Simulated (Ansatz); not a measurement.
C$_{2}$H$_{7}$FSn, SMILES `C[CH2][SnH2][F]` at its PBE0-D4/def2-TZVP geometry, where that method's forces vanish. Charge 0, multiplicity 1. Sn takes the def2 core potential.

```xyz
11

C    -1.3171   -0.0675    0.6946
C    -0.3627   -0.6945   -0.3123
Sn    1.5001    0.3456   -0.4197
F     0.9658    2.1688   -0.7853
H    -0.9157   -0.1043    1.7106
H    -2.2769   -0.5919    0.7044
H    -1.5150    0.9800    0.4580
H    -0.1505   -1.7391   -0.0682
H    -0.7844   -0.6824   -1.3201
H     2.3387    0.4527    1.0650
H     2.5176   -0.0675   -1.7269
```

Problem. What forces (eV/Å) does PBE-D4/def2-TZVPP give on these atoms in the Gaussian-basis code of Ansatz? (Estimate.)

Solution. The calculation gave: 
```
C1   0.018  0.007 -0.002
C2  -0.101 -0.047  0.016
Sn3  0.199 -0.365  0.061
F4  -0.159  0.533 -0.105
H5   0.068 -0.001  0.203
H6  -0.195 -0.100  0.007
H7  -0.047  0.205 -0.037
H8   0.058 -0.200  0.037
H9  -0.065  0.001 -0.202
H10  0.099  0.015  0.181
H11  0.127 -0.049 -0.161
```
